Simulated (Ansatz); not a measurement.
GaH4PS (`S[PH][GaH2]`), relaxed with RKS PBE0-D4/def2-TZVP in Ansatz 0.2.0 from a GFN2-xTB geometry. The force threshold is 0.005 eV/Å; the program also tests the step.

The species carries charge 0 and has multiplicity 1.

Start:

```xyz
7

S    -0.377   -0.121   -1.677
P     0.714    1.083   -0.290
Ga   -0.289   -0.326    1.310
H    -0.474    0.796   -2.638
H     1.903    0.337   -0.371
H    -1.660    0.033    2.010
H     0.182   -1.801    1.656
```

| step | energy (eV) | largest force (eV/Å) | largest move (Å) |
| --- | --- | --- | --- |
| 1 | -72553.8728 | 0.409 | 0.000 |
| 2 | -72553.9684 | 0.719 | 0.195 |
| 3 | -72554.0122 | 0.891 | 0.194 |
| 4 | -72554.0739 | 0.743 | 0.196 |
| 5 | -72554.1558 | 0.449 | 0.195 |
| 6 | -72554.1935 | 0.193 | 0.195 |
| 7 | -72554.2026 | 0.131 | 0.096 |
| 8 | -72554.2067 | 0.372 | 0.136 |
| 9 | -72554.2134 | 0.062 | 0.036 |
| 10 | -72554.2145 | 0.040 | 0.019 |
| 11 | -72554.2147 | 0.016 | 0.009 |
| 12 (rejected) | -72554.2147 | 0.018 | 0.008 |
| 13 | -72554.2148 | 0.002 | 0.004 |

End:

```xyz
7

S    -0.124   -0.235   -1.509
P     1.007    1.139   -0.217
Ga   -0.355   -0.333    1.004
H    -1.120    0.629   -1.769
H     2.131    0.271   -0.266
H    -1.770    0.242    1.329
H     0.232   -1.714    1.429
```

Hardware: 2 threads of an AMD EPYC 9R45 on a shared host. Wall time 18 s, peak host memory 0.39 GiB.
